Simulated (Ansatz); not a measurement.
The same hydrogenolysis along the group B, Al, In.

Program: Ansatz. Geometries: PBE0-D4/def2-TZVP. ΔE: electronic, gas phase. CCSD(T)/CBS is the MP2 limit (def2-TZVPP, def2-QZVPP) plus CCSD(T) − MP2 in def2-TZVPP, frozen cores. This one scheme is used for every species. DFT in def2-TZVPP. def2 core potentials past Kr. For In outer-core shells are correlated without core-valence functions, which leaves a few kJ/mol of doubt a bond. One conformer a species, not always the lowest.

| reaction | CCSD/CBS(def2) (kcal/mol) | PBE-D4 (kcal/mol) | B2PLYP (kcal/mol) | MP2/CBS(def2) (kcal/mol) |
| --- | --- | --- | --- | --- |
| `NBCl` + H₂ → `BN` + HCl | 15.6 | 17.6 | 16.2 | 18.5 |
| `[NH2][AlH][Cl]` + H₂ → `[NH2][AlH2]` + HCl | 35.6 | 34.9 | 35.4 | 38.4 |
| `[NH2][InH][Cl]` + H₂ → `[NH2][InH2]` + HCl | 25.6 | 24.7 | 25.2 | 28.5 |

Problem. Give the CCSD(T)/CBS values in the same order. (Estimate.)

Solution. Computed: 16.6, 36.1, 26.2 kcal/mol.

Largest T1 diagnostic: 0.016, for `[NH2][InH2]`.
